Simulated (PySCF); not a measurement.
Compound: C6H8F3N.
Atom-mapped SMILES: `[F:1][C:2]([F:3])([F:4])[C:5]1=[N:6][CH2:7][CH2:8][CH2:9][CH2:10]1`

Geometry (GFN2-xTB, Å), atoms numbered from 1 in this order:
```xyz
18
C6H8F3N angstrom
F      3.074    0.703    0.230
C      2.402   -0.465    0.252
F      2.812   -1.144   -0.837
F      2.831   -1.139    1.315
C      0.904   -0.242    0.224
N      0.244   -0.655    1.208
C     -1.179   -0.502    1.259
C     -1.832   -0.131   -0.073
C     -1.021    0.971   -0.750
C      0.397    0.462   -1.003
H     -1.374    0.262    2.018
H     -1.573   -1.445    1.647
H     -1.857   -1.010   -0.721
H     -2.858    0.195    0.098
H     -1.485    1.272   -1.689
H     -0.981    1.845   -0.096
H      0.411   -0.250   -1.835
H      1.074    1.280   -1.260
```

Probes without a nucleus sit at each ring's centroid and 1 Å off its mean plane on both sides; NICS is minus the shielding there, NICSzz its component along the normal. Level: GIAO PBE0/pcSseg-1 (PySCF, non-relativistic, gas phase) on the GFN2-xTB geometry, one conformer.

Ring bond lengths (Å), with Mayer bond orders in brackets: C5–N6 1.255 (2.00), N6–C7 1.432 (0.99), C7–C8 1.529 (1.02), C8–C9 1.527 (1.03), C9–C10 1.528 (1.03), C10–C5 1.502 (0.93).

Problem. What do the NICS probes read (ppm)?

Solution. 
```json
{"ring": "C5–N6–C7–C8–C9–C10", "type": "6-membered ring with N; formal bonds 1 double, 5 single", "NICS(0)": "0.3", "NICS(1), two faces": "-2.1 / -2.1", "NICS(1)zz, two faces": "2.0 / 1.9", "rms pucker (Å)": "0.20", "centre to ring atoms, mean (Å)": "1.43"}
```

Problem. What do they say, and how far can they be read as aromaticity?

Solution. 
- C5–N6–C7–C8–C9–C10: mean NICS(1)zz 2.0 ppm, near zero. C7, C8, C9, C10 have four or more neighbours, so the value isn't read as a sign of a π ring current.

Problem. List the ring angles and the Hirshfeld charges of the ring atoms.

Solution. 
- C5–N6–C7–C8–C9–C10: C5 128.1° (+0.054 e), N6 121.0° (-0.144 e), C7 114.8° (-0.023 e), C8 109.5° (-0.072 e), C9 109.0° (-0.066 e), C10 109.5° (-0.079 e); sum 691.9° against 720° for a flat convex ring.
